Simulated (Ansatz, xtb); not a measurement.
## Relaxing a trial structure of CH7GeOSi+

The starting geometry of this gas-phase singlet was built from a drawn formula by distance geometry; its bonds are those of `OC[SiH2][GeH2+]`.

```xyz
11

C    -1.1050   -0.2897   -0.8788
Ge    0.5494    2.1021    1.3016
O    -2.4408    0.1351   -0.8488
Si   -0.0510    1.1768   -0.6663
H    -2.4797    1.0964   -0.9163
H    -0.8577   -0.7620   -1.8525
H    -1.0353   -1.0876   -0.0954
H     1.3226    0.7916   -1.2881
H    -0.6948    2.2873   -1.3151
H     0.3103    1.9423    2.6974
H     1.2185    3.5228    0.8714
```

**Question.** Predict what it relaxes into with r2SCAN-D4/def2-SVP.

**Answer.** It rearranges to `C1[OH+][GeH2][SiH2]1`. Contacts that close: Ge2–O3 (4.18 → 2.00 Å).

The energy falls by 2.40 eV over 34 steps:

| step | E − E(last) (eV) |
| --- | --- |
| 1 | 2.397 |
| 5 | 1.393 |
| 8 | 1.294 |
| 12 | 1.092 |
| 16 | 0.616 |
| 19 | 0.223 |
| 23 | 0.046 |
| 27 | 0.001 |
| 30 | 0.000 |
| 34 | 0.000 |

Final geometry (Å):

```xyz
11

C    -1.0904    0.1564   -0.9462
Ge   -0.0684    2.0421    0.8669
O    -1.4391    0.6631    0.4027
Si    0.6197    1.0293   -1.1929
H    -2.3451    0.4822    0.7146
H    -1.8605    0.4846   -1.6616
H    -1.0611   -0.9430   -0.9069
H     1.7805    0.1172   -1.0607
H     0.6615    1.9429   -2.3592
H     0.4097    1.5961    2.2476
H    -0.8702    3.3443    0.9050
```

From the same start GFN2-xTB reaches the same bonding as this run.

No frequencies were run, so the end isn't proven a minimum. Run with Ansatz 0.2.0, 2.1 min on 2 threads of Intel(R) Xeon(R) Platinum 8259CL CPU @ 2.50GHz (Skylake/Cascade Lake) (shared host).
